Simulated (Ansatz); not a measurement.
`[OH][GeH]([F])[GeH3]` + `[SiH3][SeH]` → `[SiH3][Se][GeH3]` + `[OH][GeH2][F]`  (cleavage of the Ge–Ge bond)

Gas-phase electronic energies from Ansatz, PBE0-D4/def2-TZVP geometries. CCSD(T)/CBS is the MP2 limit (def2-TZVPP, def2-QZVPP) plus CCSD(T) − MP2 in def2-TZVPP, frozen cores. Functionals use def2-TZVPP. HSE06 is defined as in plane-wave codes. For Ge, Se outer-core shells are correlated without core-valence functions, which leaves a few kJ/mol of doubt a bond. Scalar relativity is left out up to krypton. Each species was taken in one conformer, which may not be the lowest.

```csv
level,ΔE (kJ/mol)
r2SCAN0-D4,-35.4
HSE06-D4,-32.6
```

Question: What does CCSD(T)/CBS give? (Best estimate.)

Answer: Ansatz gave: -35.0 kJ/mol. The listed levels differ from it by -0.4, 2.4 kJ/mol.

Largest T1 diagnostic among the species: 0.012.

The D4 term adds −3.8 kJ/mol with B3LYP and −2.0 kJ/mol with PBE0; it sums over pairs of atoms, weighted by their polarisabilities, and B3LYP, whose exchange is more repulsive, gets the larger term. From PBE to PBE0 (25 % exact exchange), in def2-TZVPP and without D4, ΔE moves by −5.5 kJ/mol.

B3LYP here is the variant with VWN-RPA as its local correlation; programs differ in this.
